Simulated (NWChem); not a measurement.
System: BCl

Input file for NWChem:

```
start job
memory heap 200 mb stack 900 mb global 1100 mb
geometry units angstroms
  B      0.000000     0.000000    -1.290223
  Cl     0.000000     0.000000     0.429027
end
basis spherical
  * library 6-31g*
end
dft
  xc b3lyp
  iterations 150
end
driver
  maxiter 120
end
task dft optimize
task dft freq
```

Excerpt of the output:

```
             Northwest Computational Chemistry Package (NWChem) 7.3.0
             --------------------------------------------------------

 ORDER OF PRIMARY AXIS IS BEING SET TO 4
 C4V symmetry detected

                             Geometry "geometry" -> ""
                             -------------------------

 Output coordinates in angstroms (scale by  1.889725989 to convert to a.u.)

  No.       Tag          Charge          X              Y              Z
 ---- ---------------- ---------- -------------- -------------- --------------
    1 B                    5.0000     0.00000000     0.00000000    -1.32851136
    2 Cl                  17.0000     0.00000000     0.00000000     0.39073864

 Effective nuclear repulsion energy (a.u.)      26.1626093733

      Symmetry information
      --------------------

 Group name             C4v
 Group number             18
 Group order               8
 No. of unique centers     2

                                Z-matrix (autoz)
                                --------

 Units are Angstrom for bonds and degrees for angles

      Type          Name      I     J     K     L     M      Value
      ----------- --------  ----- ----- ----- ----- ----- ----------
    1 Stretch                  1     2                       1.71925

                           NWChem Geometry Optimization
                           ----------------------------

 maximum gradient threshold         (gmax) =   0.000450
 rms gradient threshold             (grms) =   0.000300
 maximum cartesian step threshold   (xmax) =   0.001800
 rms cartesian step threshold       (xrms) =   0.001200
 fixed trust radius                (trust) =   0.300000
 source of zmatrix                         =   autoz

          -------------------
          Energy Minimization
          -------------------

 Using diagonal initial Hessian
 Scaling for Hessian diagonals: bonds = 1.00  angles = 0.25  torsions = 0.10

          --------
          Step   0

                                 NWChem DFT Module
                                 -----------------

[...]

      ----------------------
      Optimization converged
      ----------------------

  Step       Energy      Delta E   Gmax     Grms     Xrms     Xmax
  ---- ---------------- -------- -------- -------- -------- --------
@    2    -484.97455726 -4.1D-07  0.00002  0.00002  0.00054  0.00094
                                     ok       ok       ok       ok

                                Z-matrix (autoz)
                                --------

 Units are Angstrom for bonds and degrees for angles

      Type          Name      I     J     K     L     M      Value     Gradient
      ----------- --------  ----- ----- ----- ----- ----- ---------- ----------
    1 Stretch                  1     2                       1.74357   -0.00002

                         Geometry "geometry" -> "geometry"
                         ---------------------------------

 Output coordinates in angstroms (scale by  1.889725989 to convert to a.u.)

  No.       Tag          Charge          X              Y              Z
 ---- ---------------- ---------- -------------- -------------- --------------
    1 B                    5.0000     0.00000000     0.00000000    -1.34067300
    2 Cl                  17.0000     0.00000000     0.00000000     0.40290027

 Effective nuclear repulsion energy (a.u.)      25.7976345905

      Symmetry information
      --------------------

 Group name             C4v
 Group number             18
 Group order               8
 No. of unique centers     2

                Final and change from initial internal coordinates
                --------------------------------------------------

                                Z-matrix (autoz)
                                --------

 Units are Angstrom for bonds and degrees for angles

[...]

 Rotational Constants
 --------------------
 A=   0.000000 cm-1  (  0.000000 K)
 B=   0.662262 cm-1  (  0.952826 K)
 C=   0.662262 cm-1  (  0.952826 K)

 Temperature                      =   298.15K
 frequency scaling parameter      =   1.0000

 Linear Molecule

 Zero-Point correction to Energy  =    1.157 kcal/mol  (  0.001845 au)
 Thermal correction to Energy     =    2.685 kcal/mol  (  0.004279 au)
 Thermal correction to Enthalpy   =    3.278 kcal/mol  (  0.005223 au)

 Total Entropy                    =   50.984 cal/mol-K
   - Translational                =   37.385 cal/mol-K (mol. weight =  45.9782)
   - Rotational                   =   13.400 cal/mol-K (symmetry #  =        1)
   - Vibrational                  =    0.199 cal/mol-K

 Cv (constant volume heat capacity) =    5.600 cal/mol-K
   - Translational                  =    2.979 cal/mol-K
   - Rotational                     =    1.986 cal/mol-K
   - Vibrational                    =    0.634 cal/mol-K

[normal modes left out]

 ----------------------------------------------------------------------------
 Normal Eigenvalue ||           Projected Infra Red Intensities
  Mode   [cm**-1]  || [atomic units] [(debye/angs)**2] [(KM/mol)] [arbitrary]
 ------ ---------- || -------------- ----------------- ---------- -----------
    1        0.000 ||    0.001357           0.031         1.322       0.341
    2        0.000 ||    0.001357           0.031         1.322       0.341
    3        0.000 ||    0.000427           0.010         0.416       0.107
    4        0.000 ||    0.000427           0.010         0.416       0.107
    5        0.000 ||    0.000000           0.000         0.000       0.000
    6      810.058 ||    0.235079           5.423       229.167      59.103
 ----------------------------------------------------------------------------
```

Level: B3LYP/6-31G* (spherical d). B3LYP is NWChem's, with the RPA form of VWN correlation.
